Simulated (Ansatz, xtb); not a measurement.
Relaxing a trial structure of CFMgO

The starting geometry of this gas-phase doublet was built from a drawn formula by distance geometry and a force field; its bonds are those of `O=[C](F)[Mg]`.

```xyz
4

C    -1.8782   -2.4016   -1.6609
F    -1.5572   -2.9300   -0.4578
Mg   -3.8957   -2.4932   -2.3795
O    -0.9795   -1.8926   -2.3452
```

Q: Predict what becomes of its bonds when it is optimised with r2SCAN-D4/def2-SVP.

A: It rearranges, giving a structure given below by its coordinates. Distances that change by over a tenth: C1–Mg3 (2.14 → 2.58 Å). Contacts that open: C1–F2 (1.35 → 2.56 Å). Contacts that close: F2–Mg3 (3.06 → 1.80 Å).

The energy falls by 1.44 eV over 20 steps:

```tsv
step	E − E(last) (eV)
1	1.438
3	1.351
5	1.348
7	1.339
9	1.316
12	0.972
14	0.091
16	0.009
18	0.000
20	0.000
```

Final geometry (Å):

```json
{"atom": "C", "x (Å)": "-1.5028", "y (Å)": "-1.9597", "z (Å)": "-2.4402"}
{"atom": "F", "x (Å)": "-2.5863", "y (Å)": "-3.1397", "z (Å)": "-0.4445"}
{"atom": "Mg", "x (Å)": "-3.8249", "y (Å)": "-2.8073", "z (Å)": "-1.7007"}
{"atom": "O", "x (Å)": "-0.3966", "y (Å)": "-1.8106", "z (Å)": "-2.2580"}
```

From the same start GFN2-xTB reaches the same bonding as this run.

No frequencies were run, so the end isn't proven a minimum. Open shells are spin-unrestricted. Run with Ansatz 0.2.0, 53 s on 1 thread of Intel(R) Xeon(R) 6975P-C (Granite Rapids), on a shared host.
